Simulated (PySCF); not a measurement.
Computed shifts of a molecule C4H10O2, PySCF with PBE/pcSseg-1, GIAO, gas phase, atoms alike by connectivity averaged where their shifts nearly agree, in ppm (number of nuclei): ¹³C: 82.5 (2), 66.1 (2). ¹H: 3.98 (2), 3.89 (6), 3.77 (2). References: ¹³C against TMS (σ = 182.0 ppm); ¹⁷O against H2O (σ = 334.3 ppm); ¹H against TMS (σ = 31.49 ppm), references at their B3LYP-D3(BJ)/def2-TZVP geometries, non-relativistic. The structure is a stationary point at PBE-D3(BJ)/def2-SVP. One conformer was computed; it need not be the lowest.

Question: Which molecule gave these data?
A. CCOCOC
B. COCCOC
C. CC(CO)CO
D. COCCCO

Answer: B, COCCOC
